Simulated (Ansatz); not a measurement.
Cost and result for the atomization energy of C3H7FOSi (`C=C[SiH](F)OC`) (13 atoms, 12 bonds).

Cartesian coordinates in Å:
```
C 0.7453 -1.8314 -0.2166
C -0.2930 -1.4594 0.5283
Si -0.4717 0.2568 1.1962
F -2.0355 0.6001 1.1799
O 0.3585 1.3393 0.3117
C 0.1274 1.6468 -1.0472
H 0.8585 -2.8448 -0.5915
H 1.5345 -1.1333 -0.4832
H -1.0514 -2.2037 0.7666
H 0.0022 0.4160 2.5854
H -0.7423 2.3015 -1.1507
H 1.0059 2.1665 -1.4326
H -0.0385 0.7455 -1.6463
```

Charge 0, multiplicity 1. Geometry: relaxed with PBE0-D4/def2-TZVP. It is one conformer, not always the lowest. Program: Ansatz. All runs use 2 threads of an AMD EPYC 7R13 on a shared host and a share of an NVIDIA H100 80 GB. Times are those of one run each, without the atoms' runs, and a repeat can differ threefold. Electronic energies, without spin–orbit coupling; frozen cores. CCSD(T)/CBS adds CCSD(T) − MP2 in def2-TZVPP to the MP2 limit, and its time is that of the two runs behind it. T1 = 0.012. B3LYP takes the VWN-RPA correlation (the form of Gaussian; ORCA's B3LYP/G).

CCSD(T)/CBS is a level of theory with its own doubt, some kJ/mol a heavy atom from the limit and from the frozen cores, so smaller differences don't rank the functionals.

```tsv
level	functions	wall time	atomization (kJ/mol)	difference from CCSD(T)/CBS	per bond
B2PLYP/def2-TZVPP	295	6 s	5215.4	-58.5	-4.9
ωB97X-V/def2-TZVPP	295	6.5 s	5270.3	-3.6	-0.3
PBE-D4/def2-TZVPP (with forces)	295	7 s	5348.2	74.3	6.2
r2SCAN-D4/def2-TZVPP (with forces)	295	7 s	5272.4	-1.5	-0.1
CCSD(T)/def2-TZVPP	295	8.5 s	5140.2	-133.7	-11.1
PBE0-D4/def2-TZVPP	295	8.5 s	5256.3	-17.6	-1.5
MP2/def2-QZVPP	565	9.5 s	5319.5	45.6	3.8
ωB97M-V/def2-TZVPP (with forces)	295	10 s	5276.8	2.9	0.2
B3LYP-D4/def2-TZVPP (with forces)	295	11 s	5259.5	-14.4	-1.2
CCSD(T)/CBS(def2)	–	18 s	5273.9	0.0	0.0
```

In def2-TZVPP, CCSD(T) changes the Hartree–Fock value by +1223.1 kJ/mol (the triples alone add +73.2 kJ/mol) and MP2 by +1322.3 kJ/mol; breaking electron pairs costs correlation energy, which Hartree–Fock lacks. The D4 term adds +43.4 kJ/mol with B3LYP and +23.0 kJ/mol with PBE0; it sums over pairs of atoms, weighted by their polarisabilities, and B3LYP, whose exchange is more repulsive, gets the larger term. From PBE to PBE0 (25 % exact exchange), in def2-TZVPP and without D4, the atomization energy moves by −87.8 kJ/mol: exact exchange takes away binding that semilocal exchange gives to molecules.
